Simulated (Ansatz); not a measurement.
One change: `[CH3][Al]1[BH][S]1` becomes `C[NH][Al]1[BH][S]1`.

Ansatz, PBE0-D4/def2-TZVP geometries, multiplicity 1. Each molecule was computed in one conformer, which needn't be the lowest.

| property | `[CH3][Al]1[BH][S]1` |
| --- | --- |
| HOMO–LUMO gap (B3LYP/def2-TZVPP) / eV | 4.00 |
| size of the dipole moment (ωB97M-V/def2-TZVPP) / D | 2.77 |
| LUMO energy (PBE/def2-TZVPP) / eV | -2.66 |
| LUMO energy (B3LYP/def2-TZVPP) / eV | -1.96 |
| HOMO–LUMO gap (ωB97M-V/def2-TZVPP) / eV | 8.23 |
| HOMO–LUMO gap (PBE0/def2-TZVPP) / eV | 4.33 |

**Question.** Give the same properties after the change, and the shifts. (Estimate.)

**Answer.** Computed: 
| property | `C[NH][Al]1[BH][S]1` | shift |
| --- | --- | --- |
| HOMO–LUMO gap (B3LYP/def2-TZVPP) / eV | 4.19 | 0.19 |
| size of the dipole moment (ωB97M-V/def2-TZVPP) / D | 3.21 | 0.44 |
| LUMO energy (PBE/def2-TZVPP) / eV | -2.52 | 0.14 |
| LUMO energy (B3LYP/def2-TZVPP) / eV | -1.79 | 0.17 |
| HOMO–LUMO gap (ωB97M-V/def2-TZVPP) / eV | 8.49 | 0.26 |
| HOMO–LUMO gap (PBE0/def2-TZVPP) / eV | 4.53 | 0.20 |

Dipoles are sizes alone; their direction can turn.

B3LYP here is the variant with VWN-RPA as its local correlation; programs differ in this.
